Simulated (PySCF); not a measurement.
**Checking a proposed structure**

A compound C5H9NO2 gives the data below (simulated from a calculation) and was assigned the structure `CNC(=O)C1COC1`.

¹³C{¹H} NMR (computed): δ 174.0 (C), 66.5 (CH), 60.8 (CH3), 23.1 (CH), 17.3 (CH2).

¹H NMR (600 MHz, computed): δ 5.05 (br, 1H), 4.49 (br, 1H), 3.50 (s, 3H), 3.41 (m, 1H), 1.19 (m, 1H), 1.15 (m, 1H), 1.01 (m, 1H).

How the numbers were obtained: GFN2-xTB structure, NMR shieldings at PBE0/pcSseg-1/GIAO, in PySCF (isolated molecule, averaged over atoms made equivalent by symmetry, fast rotation or ring inversion, one conformer, non-relativistic).

Chemical shifts δ = σref − σ; ¹H and ¹³C against TMS, all at this level.

(1) Compare with the shifts computed for the proposed structure, pairing carbons in order of shift.

(2) Which isomer fits?

## Answers

(1) Atom-mapped SMILES (the numbers label the heavy atoms): `[CH3:1][NH:2][C:3](=[O:4])[CH:5]1[CH2:6][O:7][CH2:8]1`. Hydrogens are named by the atom that carries them.

| atom | computed for proposal | given list | difference |
| --- | --- | --- | --- |
| C3 | 172.7 | 174.0 | -1.3 |
| C6 | 75.0 | 66.5 | +8.5 |
| C8 | 75.0 | 60.8 | +14.2 |
| C5 | 41.2 | 23.1 | +18.1 |
| C1 | 26.5 | 17.3 | +9.2 |

The rms difference is 11.8 ppm and the largest +18.1 ppm at C5 (sp3 CH α to a carbonyl). The proposal also would give 4 carbon signals, not 5. The carbon types in order of shift don't match either: C, CH2, CH2, CH, CH3 for the proposal against C, CH, CH3, CH, CH2 in the data. The proposal doesn't fit.

(2) SMILES CO[C@@H]1C[C@H]1C(N)=O.

- Carbon types of the structure: 1 × C, 2 × CH, 1 × CH2, 1 × CH3, leaving 2 H on heteroatoms.
- δC 174.0: amide carbonyl carbon; it is a carbonyl in resonance with an O or N lone pair, the region of acids, esters and amides.
- δC 66.5, 23.1, 17.3: three-membered-ring carbon.
- δC 60.8: methyl carbon bonded to O; deshielded by the electronegative neighbour.
- δH 5.05, 4.49: hydrogen on an amide-type nitrogen; exchangeable; this is the value without hydrogen bonding to other molecules.

Other isomers checked: C[C@@H]1CO[C@H]1C(N)=O (rms 14.3 ppm).

The shifts were computed for this structure.

OH/NH shifts are gas-phase values; hydrogen bonding in solution moves them, usually downfield. The two substituents on the amide-type nitrogen aren't averaged: C–N rotation is slow on the NMR time scale. Shifts are as computed. Against solution values, carbons near 30 ppm lie about +3 ppm off and those near 130 ppm about +5 ppm. Of 1211 compounds with measured shifts, 218 miss one by over three times the rms of a fit or turn the order of signals round; such compounds aren't used in these exercises. Hydrogen bonding in solution deshields acid and N–H amide carbonyl carbons by as much as 10 ppm beyond these values. Multiplicities follow the n + 1 count of equivalent neighbours, as no J values were calculated; m marks all less simple cases, F and P coupling included.
